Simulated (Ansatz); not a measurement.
Coupled-cluster diagnostics for cyclo-(H2SiS)3 (Si₃H₆S₃), Ansatz.

Geometry of the singlet (PBE-D4/def2-SVP):

```xyz
12

Si   -0.798    1.724   -0.107
H     0.107    2.196    0.992
H    -1.842    2.750   -0.422
S    -1.854   -0.065    0.524
Si   -0.229   -1.089    1.529
H    -0.040   -0.621    2.943
H    -0.628   -2.537    1.512
S     1.688   -0.741    0.577
Si    1.037   -0.589   -1.488
H     0.007   -1.640   -1.780
H     2.257   -0.783   -2.334
S     0.296    1.394   -1.947
```

Correlated methods freeze 30 core orbitals.

Problem. Estimate the CCSD(T) correlation energy, the shares of MP2 and (T), T1 and the reference's ⟨S²⟩ for: charge 0, singlet, own geometry in def2-SVP; charge 1, doublet, vertical in def2-SVP; and the rough time on 2 threads of AMD EPYC 7R13 on a shared host and a share (18 GiB) of an NVIDIA H100 80GB HBM3.

Solution. 
| state | basis | correlation (eV) | MP2 share (%) | (T) share (%) | T1 | ⟨S²⟩ (pure) | wall time |
| --- | --- | --- | --- | --- | --- | --- | --- |
| charge 0, singlet, own geometry | def2-SVP | -21.118 | 86.4 | 3.3 | 0.012 | 0.00 (0.00) | 6 s |
| charge 1, doublet, vertical | def2-SVP | -20.676 | 84.8 | 3.6 | 0.038 | 0.76 (0.75) | 13 s |
Customary marks for T1 are 0.02 (closed shells), 0.045 (open shells) and about 0.05 (3d metals). T1 exceeds 0.02 in 1 of 2 rows and 0.045 in 0; the higher it lies, the less the single-reference result can be trusted.
